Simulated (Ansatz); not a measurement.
Reactions of CH₃BIN (`C=NBI`).

Program: Ansatz. Geometries: PBE0-D4/def2-TZVP. ΔE: electronic, gas phase. CBS: MP2 limit from def2 TZ/QZ plus the TZ coupled-cluster correction, frozen cores. This one scheme is used for every species, atoms too. DFT in def2-TZVPP. B3LYP here is the variant with VWN-RPA as its local correlation; programs differ in this. No spin–orbit coupling; open shells (•) take unrestricted orbitals. Spin–orbit coupling would lower the free atoms: a little for B, C; strongly for I. Elements past krypton have def2 core potentials. Bonds to I, Se are less sure, by a few kJ/mol each and by 10 to 20 or more in all where they break to atoms, as the def2 sets lack core-valence functions. Scalar relativity is left out up to krypton. Each species was taken in one conformer, which may not be the lowest.

```json
{"reaction": "`C=NBI` + `BBC` → `BBCBI` + `C=N`", "CCSD(T)/CBS(def2) (kJ/mol)": "77"}
{"reaction": "`C=NBI` + H₂Se → `C=NB[SeH]` + HI", "CCSD(T)/CBS(def2) (kJ/mol)": "8"}
{"reaction": "`C=NBI` + `C=C` → `C=CBI` + `C=N`", "CCSD(T)/CBS(def2) (kJ/mol)": "73"}
{"reaction": "`C=NBI` + H–F → `C=NBF` + HI", "CCSD(T)/CBS(def2) (kJ/mol)": "-45"}
{"reaction": "`C=NBI` → B• + C• + 3 H• + I• + N•", "CCSD(T)/CBS(def2) (kJ/mol)": "2582"}
{"reaction": "`C=NBI` + H₂ → `BN=C` + HI", "CCSD(T)/CBS(def2) (kJ/mol)": "?"}
{"reaction": "`C=NBI` + `CCl` → `C=NBCCl` + HI", "CCSD(T)/CBS(def2) (kJ/mol)": "?"}
{"reaction": "`C=NBI` + `C[SiH3]` → `C=NBC[SiH3]` + HI", "CCSD(T)/CBS(def2) (kJ/mol)": "59"}
{"reaction": "`C=NBI` + `[SiH3][SiH2][SiH3]` → `C=NB[SiH3]` + `[SiH3][SiH2]I`", "CCSD(T)/CBS(def2) (kJ/mol)": "-11"}
{"reaction": "`C=NBI` + CH₄ → `CBI` + `C=N`", "CCSD(T)/CBS(def2) (kJ/mol)": "?"}
```

Q: Fill in the missing values. (Best estimate.)

A: Computed: `C=NBI` + H₂ → `BN=C` + HI: +46.3 kJ/mol; `C=NBI` + `CCl` → `C=NBCCl` + HI: +61.4 kJ/mol; `C=NBI` + CH₄ → `CBI` + `C=N`: +99.8 kJ/mol.

Largest T1 diagnostic: 0.017, for `C=NB[SiH3]`.
